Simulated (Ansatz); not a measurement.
One change: `O=C[SeH]` becomes `O=[CH][InH2]`.

Ansatz, PBE0-D4/def2-TZVP geometries, multiplicity 1. Each molecule was computed in one conformer, which needn't be the lowest.

Elements past krypton have def2 core potentials. Scalar relativity is left out up to krypton.

```json
{"property": "size of the dipole moment (B3LYP/def2-TZVPP) / D", "`O=C[SeH]`": "2.60"}
{"property": "zero-point energy (PBE0-D4/def2-TZVP) / kJ/mol", "`O=C[SeH]`": "69.4"}
{"property": "LUMO energy (PBE/def2-TZVPP) / eV", "`O=C[SeH]`": "-2.20"}
{"property": "HOMO energy (ωB97M-V/def2-TZVPP) / eV", "`O=C[SeH]`": "-9.77"}
{"property": "HOMO energy (PBE0/def2-TZVPP) / eV", "`O=C[SeH]`": "-7.65"}
{"property": "size of the dipole moment (PBE/def2-TZVPP) / D", "`O=C[SeH]`": "2.45"}
```

**Question.** Give the same properties after the change, and the shifts. (Estimate.)

**Answer.** The calculation gave: 
```csv
property,`O=[CH][InH2]`,shift
size of the dipole moment (B3LYP/def2-TZVPP) / D,2.21,-0.39
zero-point energy (PBE0-D4/def2-TZVP) / kJ/mol,74.4,5.0
LUMO energy (PBE/def2-TZVPP) / eV,-2.67,-0.47
HOMO energy (ωB97M-V/def2-TZVPP) / eV,-8.54,1.23
HOMO energy (PBE0/def2-TZVPP) / eV,-6.37,1.28
size of the dipole moment (PBE/def2-TZVPP) / D,1.93,-0.52
```

With PBE0 the HOMO rises by 1.28 eV and the LUMO falls by 0.83 eV, so the gap narrows by about 2.11 eV. PBE moves the HOMO by 1.28 eV and ωB97M-V by 1.23 eV. The zero-point energy changes by 5.0 kJ/mol with +3 modes. Dipoles are sizes alone; their direction can turn.

B3LYP here is the variant with VWN-RPA as its local correlation; programs differ in this.

Spin–orbit coupling is left out; it splits and shifts lone-pair levels of the heavy atoms by tenths of an eV.
